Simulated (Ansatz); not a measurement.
Two isomers of C2H5NSSi: A = `[SiH3]SC1=CN1`, B = `N[SiH]1C=C1S`.

Calculated with Ansatz (gas phase, PBE0-D4/def2-TZVP geometries, no zero-point term in ΔE). CCSD(T)/CBS is the MP2 limit (def2-TZVPP, def2-QZVPP) plus CCSD(T) − MP2 in def2-TZVPP, frozen cores. DFT in def2-TZVPP. B3LYP here is the variant with VWN-RPA as its local correlation; programs differ in this. Each species was taken in one conformer, which may not be the lowest.

Question: Which isomer does CCSD(T)/CBS put lower? Give the gap. (Estimate.)

Answer: Ansatz gave: B, by 241.8 kJ/mol.

Question: Give E(B) − E(A) in kJ/mol with CCSD/def2-TZVPP, PBE-D4, B3LYP, r2SCAN-D4, HF/def2-TZVPP, B2PLYP, PBE0-D4. (Estimate.)

Answer: Ansatz gave: CCSD/def2-TZVPP -243.0, PBE-D4 -226.1, B3LYP -239.5, r2SCAN-D4 -245.3, HF/def2-TZVPP -258.7, B2PLYP -242.1, PBE0-D4 -240.3. None reverses the order clearly.

Largest T1 diagnostic: 0.013.

From PBE to PBE0 (25 % exact exchange), in def2-TZVPP and without D4, E(B) − E(A) moves by −14.0 kJ/mol. In def2-TZVPP, CCSD(T) changes the Hartree–Fock value by +21.2 kJ/mol (the triples alone add +5.5 kJ/mol) and MP2 by +15.4 kJ/mol.
